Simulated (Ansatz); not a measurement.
**Ligand exchange: C2H3BrO + GeH(CH3)2Cl → C2H3ClO + GeH(CH3)2Br**

Species: C2H3BrO (acetyl bromide) `CC(=O)Br`, singlet; GeH(CH3)2Cl, singlet; C2H3ClO (acetyl chloride) `CC(=O)Cl`, singlet; GeH(CH3)2Br, singlet. The partners trade Br for Cl: C–Br and Ge–Cl bonds give way to C–Cl and Ge–Br.

Shapes, held fixed at every level: PBE0-D4/def2-TZVP. Programs: Ansatz 0.2.0. Electronic energies: no zero-point or thermal term.

| level | kind | ΔE (kJ/mol) | less CCSD(T)/def2-TZVPP |
| --- | --- | --- | --- |
| HF/def2-TZVPP | Hartree–Fock | -9.9 | -5.3 |
| PBE-D4/def2-TZVPP | GGA | -4.0 | +0.6 |
| r2SCAN-D4/def2-TZVPP | meta-GGA | -4.0 | +0.6 |
| wB97M-V/def2-TZVPP | range-separated hybrid | -7.2 | -2.6 |
| MP2/def2-TZVPP | perturbation theory | -3.8 | +0.8 |
| CCSD/def2-TZVPP | coupled cluster or CI | -5.6 | -1.0 |
| CCSD(T)/def2-TZVPP | coupled cluster or CI | -4.6 | 0.0 |

The highest level, CCSD(T)/def2-TZVPP, gives ΔE = -4.6 kJ/mol; the levels span -9.9 to -3.8. The column of differences is taken from that level and isn't an error. No measured value is set beside it here. Relativity is left out for Br, Ge unless named. Correlated rows may include outer-core shells of Br, Ge, which these sets cover unevenly.
